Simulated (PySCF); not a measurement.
Input file for PySCF: R-HF/3-21G on CH4Mg (SMILES [CH3][MgH]), a point of a bond scan (R = 1.875 Å).

```python
from pyscf import gto, scf, dft, mp
from pyscf.data.elements import chemcore

mol = gto.M(
    atom='''
    Mg   -0.72811638   -0.38870869   -0.10748715
    H    -2.36822387   -1.26428855   -0.34960571
    C     1.09920338    0.58681540    0.16226835
    H     1.57194580    0.30753294    1.10855994
    H     0.98072795    1.67440410    0.17040784
    H     1.80862578    0.34636524   -0.63513709
    ''',
    basis='3-21g',
    charge=0, spin=0, verbose=3, max_memory=1800)
mf = scf.RHF(mol)
mf.conv_tol = 1e-8
mf.max_cycle = 100
mf.kernel()
if not mf.converged:
    mf = mf.newton().run(mf.mo_coeff, mf.mo_occ)
```

**Question.** Give the final energy of this run.

**Answer.** -238.4104 hartree.
